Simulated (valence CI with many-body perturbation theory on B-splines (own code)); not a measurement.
**Forbidden lines of Re LIII**

Computed by relativistic CI+MBPT: five valence electrons over a frozen Dirac-Fock core [Ar], a basis of 7 s, 7 p, 8 d, 6 f, 4 g, 1 h functions for each j, with the one-electron correlation potential Σ1, the two-electron term Σ2, the three-electron term Σ3, Breit, model QED; selected CI, second order for the rest (own B-spline code, finite nucleus).

No measured spectrum was set against this ion. As an estimate, large intervals hold to a few tenths of a per cent, small ones and those within an open d or f shell to about a per cent. Among the levels kept, up to 250 cm⁻¹ of a level comes from second order outside the variational space, and about a tenth of that is noise between levels of different J, which matters for small intervals. The list stops below the first excitations out of the core. Only levels of the ground parity were solved; by the run's estimate the other parity begins above the list, which can be wrong where configurations are misplaced.

Lines 51 to 100 of 120 in falling wavelength, among levels below 2043000 cm⁻¹, chosen from the decays that carry over 1 % of a level's rate. Wavelengths and rates use the calculated energies. Electric multipoles are in the length gauge, E1 and E2 with the static RPA response of the core. S is in atomic units (e²a₀⁴ for E2 and M2, e²a₀⁶ for E3), for M1 in squared Bohr magnetons. Weak lines are less certain than strong ones. Lines between different terms over intervals too small for the method are left out, as are lines whose strength nearly cancels. The highest levels of a list are the least certain.

Levels are named by their leading jj configuration (3d3/2^4 stands for four electrons in 3d with j = 3/2), which in mixed levels can hold well under half, so a name can repeat and another be missing. Letters in brackets count levels of one name in rising energy.

```csv
λ vac (Å),Upper,Lower,Type,A (s⁻¹),S (a.u.)
166.0,(3d3/2^3 3d5/2^2) J=7/2 [a],(3d3/2^4 3d5/2) J=5/2,M1,1.98e+06,2.68e+00
165.8,(3d3/2 3d5/2^4) J=5/2 [a],(3d3/2^2 3d5/2^3) J=7/2 [a],M1,2.16e+06,2.19e+00
165.6,(3d3/2^2 3d5/2^3) J=13/2,(3d3/2^3 3d5/2^2) J=11/2,M1,6.39e+05,1.51e+00
164.8,(3d3/2^2 3d5/2^3) J=5/2 [c],(3d3/2^3 3d5/2^2) J=7/2 [b],M1,1.89e+06,1.88e+00
164.7,(3d3/2 3d5/2^4) J=9/2,(3d3/2^2 3d5/2^3) J=7/2 [b],M1,8.83e+05,1.46e+00
162.6,(3d3/2^2 3d5/2^3) J=1/2 [a],(3d3/2^3 3d5/2^2) J=3/2 [a],M1,3.99e+06,1.27e+00
162.5,(3d3/2^2 3d5/2^3) J=3/2 [b],(3d3/2^3 3d5/2^2) J=1/2,M1,3.32e+05,2.12e-01
161.8,(3d3/2^3 3d5/2^2) J=3/2 [a],(3d3/2^4 3d5/2) J=5/2,M1,4.60e+06,2.88e+00
160.2,(3d3/2 3d5/2^4) J=5/2 [b],(3d3/2^2 3d5/2^3) J=3/2 [b],M1,1.59e+06,1.46e+00
160.2,(3d3/2 3d5/2^4) J=3/2,(3d3/2^2 3d5/2^3) J=5/2 [b],M1,1.38e+06,8.41e-01
160.1,(3d3/2^2 3d5/2^3) J=7/2 [b],(3d3/2^3 3d5/2^2) J=5/2 [b],M1,8.95e+04,1.09e-01
160.1,(3d3/2^2 3d5/2^3) J=3/2 [a],(3d3/2^3 3d5/2^2) J=3/2 [a],M1,4.09e+06,2.49e+00
159.4,(3d3/2 3d5/2^4) J=5/2 [b],(3d3/2^2 3d5/2^3) J=5/2 [c],M1,3.35e+05,3.02e-01
159.4,(3d3/2 3d5/2^4) J=9/2,(3d3/2^2 3d5/2^3) J=9/2 [b],M1,2.67e+06,4.02e+00
157.9,(3d3/2 3d5/2^4) J=3/2,(3d3/2^2 3d5/2^3) J=3/2 [a],M1,4.69e+06,2.74e+00
157.9,(3d3/2^2 3d5/2^3) J=5/2 [b],(3d3/2^3 3d5/2^2) J=3/2 [a],M1,6.66e+05,5.82e-01
157.3,(3d3/2^2 3d5/2^3) J=9/2 [b],(3d3/2^3 3d5/2^2) J=9/2,M1,3.14e+06,4.53e+00
155.6,(3d3/2 3d5/2^4) J=3/2,(3d3/2^2 3d5/2^3) J=1/2 [a],M1,3.32e+06,1.86e+00
155.5,(3d3/2^2 3d5/2^3) J=5/2 [c],(3d3/2^3 3d5/2^2) J=5/2 [b],M1,1.47e+05,1.23e-01
155.0,(3d3/2 3d5/2^4) J=11/2,(3d3/2^2 3d5/2^3) J=13/2,M1,1.05e+06,1.74e+00
154.9,(3d3/2 3d5/2^4) J=5/2 [b],(3d3/2^2 3d5/2^3) J=7/2 [b],M1,1.21e+05,9.96e-02
154.7,(3d3/2^2 3d5/2^3) J=3/2 [b],(3d3/2^3 3d5/2^2) J=5/2 [b],M1,1.15e+06,6.34e-01
154.0,(3d3/2^2 3d5/2^3) J=5/2 [b],(3d3/2^3 3d5/2^2) J=7/2 [a],M1,1.61e+06,1.31e+00
152.6,(3d3/2 3d5/2^4) J=7/2 [b],(3d3/2^2 3d5/2^3) J=5/2 [c],M1,1.55e+06,1.63e+00
152.5,(3d3/2^2 3d5/2^3) J=7/2 [b],(3d3/2^3 3d5/2^2) J=9/2,M1,9.54e+05,1.00e+00
152.1,(3d3/2 3d5/2^4) J=7/2 [a],(3d3/2^2 3d5/2^3) J=9/2 [a],M1,3.20e+06,3.34e+00
151.8,(3d3/2^3 3d5/2^2) J=9/2,(3d3/2^4 3d5/2) J=5/2,E2,2.97e+02,2.13e-04
151.5,(3d3/2^2 3d5/2^3) J=7/2 [c],(3d3/2^3 3d5/2^2) J=7/2 [b],M1,1.21e+06,1.25e+00
150.3,(3d3/2^2 3d5/2^3) J=7/2 [a],(3d3/2^3 3d5/2^2) J=5/2 [a],M1,1.22e+06,1.23e+00
150.1,(3d3/2^2 3d5/2^3) J=1/2 [b],(3d3/2^3 3d5/2^2) J=1/2,M1,1.90e+06,4.75e-01
149.4,(3d3/2 3d5/2^4) J=11/2,(3d3/2^2 3d5/2^3) J=9/2 [a],M1,1.26e+06,1.87e+00
148.2,(3d3/2 3d5/2^4) J=5/2 [a],(3d3/2^2 3d5/2^3) J=5/2 [a],M1,1.02e+07,7.35e+00
147.7,(3d3/2 3d5/2^4) J=7/2 [a],(3d3/2^2 3d5/2^3) J=7/2 [a],M1,2.59e+06,2.48e+00
146.6,(3d3/2^2 3d5/2^3) J=9/2 [b],(3d3/2^3 3d5/2^2) J=11/2,M1,1.09e+06,1.28e+00
145.8,(3d3/2 3d5/2^4) J=11/2,(3d3/2^2 3d5/2^3) J=11/2,M1,4.19e+06,5.77e+00
144.9,(3d3/2^3 3d5/2^2) J=5/2 [b],(3d3/2^4 3d5/2) J=5/2,M1,4.62e+04,3.13e-02
144.9,(3d3/2^3 3d5/2^2) J=5/2 [b],(3d3/2^4 3d5/2) J=5/2,E2,1.63e+03,5.58e-04
144.5,(3d3/2^2 3d5/2^3) J=9/2 [b],(3d3/2^3 3d5/2^2) J=7/2 [a],M1,7.91e+05,8.84e-01
143.6,(3d3/2^2 3d5/2^3) J=7/2 [c],(3d3/2^3 3d5/2^2) J=5/2 [b],M1,5.59e+05,4.91e-01
141.1,(3d3/2 3d5/2^4) J=5/2 [b],(3d3/2^2 3d5/2^3) J=5/2 [b],M1,2.09e+06,1.30e+00
140.4,(3d3/2^2 3d5/2^3) J=7/2 [b],(3d3/2^3 3d5/2^2) J=7/2 [a],M1,7.86e+04,6.45e-02
139.9,(3d3/2^2 3d5/2^3) J=5/2 [c],(3d3/2^3 3d5/2^2) J=3/2 [a],M1,9.53e+05,5.80e-01
139.4,(3d3/2 3d5/2^4) J=5/2 [b],(3d3/2^2 3d5/2^3) J=3/2 [a],M1,6.49e+05,3.91e-01
139.3,(3d3/2^2 3d5/2^3) J=3/2 [c],(3d3/2^3 3d5/2^2) J=3/2 [b],M1,7.96e+05,3.19e-01
139.2,(3d3/2^2 3d5/2^3) J=3/2 [b],(3d3/2^3 3d5/2^2) J=3/2 [a],M1,6.17e+05,2.47e-01
138.7,(3d3/2^3 3d5/2^2) J=1/2,(3d3/2^4 3d5/2) J=5/2,E2,1.06e+03,9.71e-05
137.6,(3d3/2^3 3d5/2^2) J=7/2 [b],(3d3/2^4 3d5/2) J=5/2,M1,1.44e+05,1.11e-01
137.4,(3d3/2^2 3d5/2^3) J=7/2 [c],(3d3/2^3 3d5/2^2) J=9/2,M1,1.19e+06,9.15e-01
137.0,(3d3/2 3d5/2^4) J=9/2,(3d3/2^2 3d5/2^3) J=9/2 [a],M1,9.97e+04,9.52e-02
136.8,(3d3/2^2 3d5/2^3) J=5/2 [c],(3d3/2^3 3d5/2^2) J=7/2 [a],M1,1.85e+06,1.05e+00
```
